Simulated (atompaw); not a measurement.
# Pseudopotential generation for indium: PAW (atompaw), LDA (PW92), scalar-relativistic.

- Element: indium
- Generator: atompaw 4.2.0.5
- Type: PAW
- Functional: LDA (PW92)
- Relativity: scalar-relativistic
- Frozen core: [Kr]
- Valence charge: 13
- Reference configuration: 4d10 5s0 5p0 (charge +3)
- Partial waves: 5s (bound, empty): rc 2.05 bohr; 5s channel at 0.4 Ry: rc 2.05 bohr; 5p (bound, empty): rc 2.05 bohr; 5p channel at -1 Ry: rc 2.05 bohr; 4d (bound): rc 2.05 bohr; 4d channel at 1.7 Ry: rc 2.05 bohr
- Local potential: troulliermartins scheme with l = 3 at 0 Ry, radius 1.40 bohr
- Core correction: smooth core density matched at 1.80 bohr
- Augmentation charge: besselshape compensation charge, radius 1.80 bohr; PAW radius 2.05 bohr; waves and projectors: custom rrkj gramschmidtortho

What the tests gave:

| Property | Result |
| --- | --- |
| Cutoffs needed | 30 Ry and 45 Ry (the cutoffs (Ry, on a coarse ladder) from which the occupation-weighted sum of valence levels, in a spherical-Bessel basis at the reference potential, stays within 10 and 1 mRy of its value at 400 Ry) |
| Ghost test | ghost states, extra bound levels that the all-electron valence spectrum of the same l lacks: s at -763.8 eV, p at -164.7 eV; a true bound ghost makes a file unfit for plane-wave use (spherical-Bessel basis up to 400 Ry, 20 bohr box) |
| Lowest eigenvalue of the overlap operator | 0.16 (s channel) |
| Overlap eigenvalues printed by atompaw (projector basis) | 0.065, 1.04, 1.15, 1.81, 16.2, 1.54e+04 |
| Share of each valence orbital outside the PAW sphere | 5s 55 %, 5p 72 %, 4d 5 % |

Generation and tests took about 2.1 s on one core of a shared server CPU.
